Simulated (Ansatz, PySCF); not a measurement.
1-[amino(fluoro)boranyl]propane (C₃H₉BFN), SMILES CCCB(F)N. Atoms are numbered in the order given.

```xyz
15

C     -2.5994    -0.9933     0.4099
C     -1.0736    -0.9357     0.3444
C     -0.5267     0.4173    -0.1224
B      1.0414     0.5544    -0.2151
N      1.9395    -0.4717     0.1018
F      1.5633     1.7312    -0.6246
H     -2.9947    -0.2347     1.1061
H     -3.0459    -0.7948    -0.5788
H     -2.9591    -1.9784     0.7484
H     -0.6589    -1.1747     1.3410
H     -0.7096    -1.7312    -0.3316
H     -0.9435     0.6719    -1.1162
H     -0.8936     1.2237     0.5420
H      1.6455    -1.3864     0.4168
H      2.9437    -0.3547     0.0328
```
Charge 0, spin multiplicity 1.

Coordinates come from a B3LYP-D3(BJ)/def2-SVP optimisation. Other conformers were not sampled.

Two levels are set side by side: PBE-D3(BJ)/def2-SVP (Ansatz, a first-principles code) and B3LYP-D3(BJ)/def2-SVP (Ansatz). Each level has its own optimised geometry; the coordinates shown are those of the second. Frequencies come from the Hessian of PySCF at each geometry. Differences are taken from unrounded values.

```tsv
quantity	B3LYP-D3(BJ)	PBE-D3(BJ)	PBE-D3(BJ) minus B3LYP-D3(BJ)
mean bond length (Å)	1.225	1.231	0.006
bond C1–C2 (Å)	1.528	1.530	0.002
bond C2–C3 (Å)	1.532	1.534	0.002
bond C3–B4 (Å)	1.577	1.581	0.004
bond B4–N5 (Å)	1.400	1.407	0.007
bond B4–F6 (Å)	1.351	1.359	0.008
bond C1–H7 (Å)	1.103	1.110	0.007
bond C1–H8 (Å)	1.103	1.110	0.007
bond C1–H9 (Å)	1.102	1.109	0.007
bond C2–H10 (Å)	1.106	1.114	0.008
bond C2–H11 (Å)	1.106	1.114	0.008
bond C3–H12 (Å)	1.107	1.115	0.008
bond C3–H13 (Å)	1.107	1.115	0.008
bond N5–H14 (Å)	1.011	1.018	0.007
bond N5–H15 (Å)	1.013	1.020	0.007
highest harmonic wavenumber (cm⁻¹)	3708	3636	-72
mean harmonic wavenumber (cm⁻¹)	1435	1399	-36
zero-point energy (kcal/mol)	80.03	78.02	-2.01
```

GGA bonds tend to be longer and softer than those of functionals with exact exchange. Differences between two approximate levels are no errors against the true value.
